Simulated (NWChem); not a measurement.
Species: C3H5I; SMILES C=C(C)I

```xyz
9

C      1.2990    -1.9186     0.0000
C      0.1083    -1.3225     0.0000
C     -1.2196    -2.0005     0.0000
I      0.0125     0.7982     0.0000
H      2.2405    -1.3671     0.0000
H      1.3484    -3.0130     0.0000
H     -1.8100    -1.7186     0.8859
H     -1.0848    -3.0930     0.0000
H     -1.8100    -1.7186    -0.8859
```
Atoms are numbered in this order, from 1.

Level: PBE0/def2-SVP with def2 effective core potentials on I (NWChem), optimised geometry, unscaled harmonic frequencies. def2 effective core potentials on I; no spin-orbit coupling.

Q: List the harmonic frequencies with IR intensities, and the thermochemistry.

A: 
```json
[
 {"frequency (cm⁻¹)": "205", "IR intensity (km/mol)": "0.4"},
 {"frequency (cm⁻¹)": "277", "IR intensity (km/mol)": "0.7"},
 {"frequency (cm⁻¹)": "325", "IR intensity (km/mol)": "0.0"},
 {"frequency (cm⁻¹)": "414", "IR intensity (km/mol)": "12.3"},
 {"frequency (cm⁻¹)": "522", "IR intensity (km/mol)": "17.9"},
 {"frequency (cm⁻¹)": "684", "IR intensity (km/mol)": "0.1"},
 {"frequency (cm⁻¹)": "919", "IR intensity (km/mol)": "38.9"},
 {"frequency (cm⁻¹)": "939", "IR intensity (km/mol)": "0.5"},
 {"frequency (cm⁻¹)": "998", "IR intensity (km/mol)": "2.0"},
 {"frequency (cm⁻¹)": "1051", "IR intensity (km/mol)": "0.1"},
 {"frequency (cm⁻¹)": "1165", "IR intensity (km/mol)": "91.0"},
 {"frequency (cm⁻¹)": "1377", "IR intensity (km/mol)": "10.0"},
 {"frequency (cm⁻¹)": "1410", "IR intensity (km/mol)": "0.4"},
 {"frequency (cm⁻¹)": "1436", "IR intensity (km/mol)": "14.8"},
 {"frequency (cm⁻¹)": "1453", "IR intensity (km/mol)": "9.9"},
 {"frequency (cm⁻¹)": "1728", "IR intensity (km/mol)": "36.7"},
 {"frequency (cm⁻¹)": "3053", "IR intensity (km/mol)": "10.5"},
 {"frequency (cm⁻¹)": "3147", "IR intensity (km/mol)": "2.6"},
 {"frequency (cm⁻¹)": "3159", "IR intensity (km/mol)": "4.1"},
 {"frequency (cm⁻¹)": "3161", "IR intensity (km/mol)": "4.7"},
 {"frequency (cm⁻¹)": "3277", "IR intensity (km/mol)": "0.3"}
]
```

The zero-point energy is 43.9 kcal/mol, the thermal correction to the enthalpy at 298.15 K (with zero-point energy) is 47.6 kcal/mol and the heat capacity Cv is 16.9 cal/(mol K). The entropy at 298.15 K and 1 atm (symmetry number 1) comes out as 75.0 cal/(mol K).

Rigid rotor and harmonic oscillator.
